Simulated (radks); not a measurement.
Values are calculated unless marked as measured or tabulated.
Coulomb parameter of the 5d shell of the tantalum ion Ta+ in the model configuration [Xe] 4f14 5d2.5 6s1.5, as a second difference U = [E(n + 0.5) + E(n - 0.5) - 2 E(n)] / (0.5)^2 with all orbitals relaxed. "Bare": the charge of the atom changes with n. "Screened": the 6s shell takes up the change at fixed total charge, which measures U(5d,5d) + U(6s,6s) - 2 U(5d,6s). Code: a radial shooting solver on a logarithmic mesh with Libxc functionals. Model: scalar-relativistic Kohn-Sham, BLYP, spin-unpolarised, spherical densities, point nucleus.

[
 {"case": "start", "configuration": "[Xe] 4f14 5d2.5 6s1.5", "E - E(n) (eV)": "0.000"},
 {"case": "bare +0.5", "configuration": "[Xe] 4f14 5d3 6s1.5", "E - E(n) (eV)": "-4.468"},
 {"case": "bare -0.5", "configuration": "[Xe] 4f14 5d2 6s1.5", "E - E(n) (eV)": "6.768"},
 {"case": "screened +0.5", "configuration": "[Xe] 4f14 5d3 6s1", "E - E(n) (eV)": "0.517"},
 {"case": "screened -0.5", "configuration": "[Xe] 4f14 5d2 6s2", "E - E(n) (eV)": "-0.330"}
]

U(bare) = 9.201 eV, U(screened by 6s) = 0.747 eV, against the Slater integral F0(5d,5d) = 11.993 eV with frozen orbitals.
